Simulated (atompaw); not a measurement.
# What the settings do to the PAW (atompaw) potential of hafnium

Base potential:

atompaw 4.2.0.5 input, output lines left out:

```
Hf 72
LDA-PW scalarrelativistic loggrid 2001 logderivrange -2 5 176
6 6 5 4 0 0
6 1 0
5 2 2
0 0 0
c
c
c
c
c
v
c
c
c
c
v
c
c
v
c
2
3.00 2.55 2.85 2.80
y
0.85
n
y
1.4
n
y
2.45
n
custom polynom vanderbiltortho sinc
bessel
3.00
3.00
3.00
3.00
3.00
3.00
```

All-electron outer shells of the reference configuration (LDA (PW92), scalar-relativistic, ld1.x):

```tsv
shell	level (eV)	outermost node (bohr)	outermost maximum (bohr)
5p	-35.71	0.60	1.16
4f	-17.03	–	0.45
6s	-5.26	1.37	2.89
5d	-2.87	0.67	1.71
6p	-1.47	1.66	4.05
```

Cutoffs, loose and tight: the cutoffs (Ry, on a coarse ladder) from which the occupation-weighted sum of valence levels, in a spherical-Bessel basis at the reference potential, stays within 10 and 1 mRy of its value at 400 Ry. They see the waves, projectors and local potential, not the compensation charge or the core. A dash means not determined.

A true bound ghost makes a file unfit for plane-wave use even where its test errors are small: the radial tests pick states by their node count and pass the ghost by.

| change | outcome | cutoff, loose | cutoff, tight | bound ghosts |
| --- | --- | --- | --- | --- |
| base | generated | 10 Ry | 15 Ry | p |
| local potential bessel scheme, radius 1.52 bohr | generated | 10 Ry | 15 Ry | s, p |
| local potential bessel scheme, radius 1.76 bohr | generated | 10 Ry | 15 Ry | s, p |
| local potential bessel scheme, radius 2.06 bohr | generated | 10 Ry | 15 Ry | s, p |
| local potential bessel scheme, radius 2.48 bohr | generated | 10 Ry | 15 Ry | p |
| local potential bessel scheme, radius 2.64 bohr | generated | 10 Ry | 15 Ry | none |
| local potential bessel scheme, radius 2.86 bohr | generated | 10 Ry | 15 Ry | p |

What comes out with this change to the base: local potential bessel scheme, radius 2.26 bohr?

outcome: generated; cutoff, loose: 8 Ry; cutoff, tight: 15 Ry; bound ghosts: p, s.

What comes out with this change to the base: local potential bessel scheme, radius 1.36 bohr?

outcome: generated; cutoff, loose: 8 Ry; cutoff, tight: 15 Ry; bound ghosts: s, p.

Reading the sweep of the r_vloc (base included, trends over the rows without a ghost): Bound ghosts are found at 1.36, 1.52, 1.76, 2.06, 2.26, 2.48, 2.85, 2.86 bohr.
